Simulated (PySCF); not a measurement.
## `C=C[C@@H]1O[SiH2]O[C@H]1C`, C5H10O2Si

Geometry:
| atom | x (Å) | y (Å) | z (Å) |
| --- | --- | --- | --- |
| C1 | 2.473 | -0.793 | -0.594 |
| C2 | 1.819 | 0.077 | 0.149 |
| C3 | 0.423 | -0.111 | 0.667 |
| O4 | -0.078 | -1.396 | 0.430 |
| Si5 | -1.107 | -1.425 | -0.843 |
| O6 | -1.177 | 0.195 | -1.064 |
| C7 | -0.550 | 0.892 | -0.024 |
| C8 | -1.586 | 1.432 | 0.953 |
| H9 | 3.470 | -0.598 | -0.951 |
| H10 | 2.036 | -1.740 | -0.860 |
| H11 | 2.259 | 1.026 | 0.428 |
| H12 | 0.417 | 0.053 | 1.753 |
| H13 | -0.535 | -2.007 | -2.045 |
| H14 | -2.359 | -1.997 | -0.374 |
| H15 | 0.011 | 1.720 | -0.474 |
| H16 | -2.323 | 2.021 | 0.413 |
| H17 | -1.111 | 2.057 | 1.705 |
| H18 | -2.092 | 0.599 | 1.437 |

Theory: PySCF 2.14.0, TDDFT wB97X-D/def2-SVPD circular dichroism and optical rotation, one conformer, gas phase. Geometry: GFN2-xTB.

The molecule is flexible and this is one conformer; a measurement averages over conformers.

Stereocentres: C3 S, C7 S.

Q: What is the specific rotation at 633, 589.3, 546, 436, 405, 365, 355 nm?

A: [α] in deg dm⁻¹ (g/mL)⁻¹:
```csv
λ (nm),origin-invariant length gauge,modified velocity gauge,length gauge (centre of mass),isotropic polarisability (au)
633,-148.7,-148.9,-148.5,87.2
589.3,-174.2,-174.6,-174.1,87.5
546,-207.0,-207.4,-206.8,87.9
436,-352.6,-352.9,-352.1,89.5
405,-424.3,-424.6,-423.7,90.2
365,-558.1,-558.3,-557.3,91.5
355,-602.4,-602.5,-601.5,91.9
```

Q: And for the mirror image at 589.3 nm?

A: +174.2 deg dm⁻¹ (g/mL)⁻¹ (origin-invariant length gauge): the same size and the opposite sign.

Q: What is the molar rotation [Φ] = [α]·M/100 of the geometry above at 589.3 nm?

A: With M = 130.22 g/mol, -226.9 deg cm² dmol⁻¹ (origin-invariant length gauge).

The first excitation lies at 7.29 eV (170 nm) with R = -28.1 × 10⁻⁴⁰ esu² cm² (velocity form).
